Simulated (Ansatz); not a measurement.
Relaxation of C2H7AlOSi (12 atoms, charge 0, multiplicity 1), to a largest force component of 0.02 eV/Å in at most 50 steps.

The calculation used RKS B3LYP/def2-SVP (Ansatz).

```xyz
12
Properties=species:S:1:pos:R:3:forces:R:3
Si -2.272 0.871 -0.375 -0.69 1.67 -0.29
Al -0.463 -0.496 -0.727 1.51 -1.12 -0.32
C 0.869 -0.700 0.706 0.38 -2.30 0.22
C 2.388 -0.425 0.365 -0.70 -1.32 -3.46
O 1.516 0.529 0.978 1.59 4.30 3.52
H -2.314 2.002 -1.396 -0.05 -0.29 0.25
H -3.531 0.134 -0.505 -0.55 -0.28 0.02
H -2.204 1.524 0.951 -0.14 0.14 0.34
H -0.274 -1.247 -2.071 0.00 -0.32 -0.40
H 0.735 -1.264 1.685 -0.26 0.82 -0.71
H 3.067 -0.839 1.087 0.23 -0.43 1.31
H 1.722 1.497 0.946 -1.33 -0.87 -0.47
```

Where does it end, and by what steps?

The forces met the threshold. After 15 steps the energy has fallen by 3.020 eV; H12 moved furthest, 1.62 Å. Joined: Al2–C4 (3.05 → 2.01 Å).

| step | energy less start (eV) | largest force component (eV/Å) | accepted |
| --- | --- | --- | --- |
| 0 | 0.0000 | 4.302 | yes |
| 1 | -0.8878 | 2.502 | yes |
| 2 | -1.4910 | 1.077 | yes |
| 3 | -1.9232 | 1.509 | yes |
| 4 | -2.2868 | 0.920 | yes |
| 5 | -2.5999 | 0.739 | yes |
| 6 | -2.7408 | 0.670 | yes |
| 7 | -2.8481 | 1.254 | yes |
| 8 | -2.9237 | 0.508 | yes |
| 9 | -2.9685 | 0.305 | yes |
| 10 | -2.9926 | 0.280 | yes |
| 11 | -3.0095 | 0.188 | yes |
| 12 | -3.0158 | 0.113 | yes |
| 13 | -3.0177 | 0.088 | yes |
| 14 | -3.0202 | 0.022 | yes |
| 15 | -3.0203 | 0.006 | yes |

```xyz
12
Properties=species:S:1:pos:R:3
Si -1.812 1.009 -0.464
Al -0.114 -0.748 -0.751
C 0.836 -0.986 1.009
C 1.598 -0.095 0.086
O 1.020 0.495 1.383
H -1.940 2.008 -1.570
H -3.188 0.563 -0.082
H -1.344 1.831 0.727
H -0.017 -1.924 -1.804
H 1.318 -1.584 1.789
H 2.687 0.016 0.131
H 0.194 1.003 1.192
```

Whether the end is a true minimum wasn't checked by a vibrational analysis.

Run time: 2.1 min on 2 threads of Intel(R) Xeon(R) Processor @ 2.50GHz (Skylake/Cascade Lake), with other jobs on the host, peak memory 0.27 GiB.
